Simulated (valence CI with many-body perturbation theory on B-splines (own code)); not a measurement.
## Which ion has this spectrum?

A relativistic CI+MBPT calculation for an atom or ion with 16 electrons gives these levels (cm⁻¹):

| J | Parity | E | g |
| --- | --- | --- | --- |
| 2 | even | 0 | 1.35 |
| 0 | even | 102350 |  |
| 1 | even | 610700 | 1.50 |
| 2 | even | 666458 | 1.13 |
| 2 | odd | 1249336 | 1.07 |
| 1 | odd | 1276506 | 1.19 |
| 0 | odd | 1290987 |  |
| 3 | odd | 1291107 | 1.16 |
| 0 | even | 1318398 |  |
| 2 | odd | 1381145 | 1.33 |
| 4 | odd | 1417084 | 1.29 |
| 3 | odd | 1546734 | 1.14 |
| 1 | odd | 1572175 | 1.18 |
| 2 | odd | 1582802 | 1.40 |

The energies are calculated, and their last digits are not significant.

Q: Which is it?
A. La41+
B. Sb35+
C. Xe38+
D. Ba40+

A: C. Xe38+, ground level (3s^2 3p1/2^2 3p3/2^2) J=2.
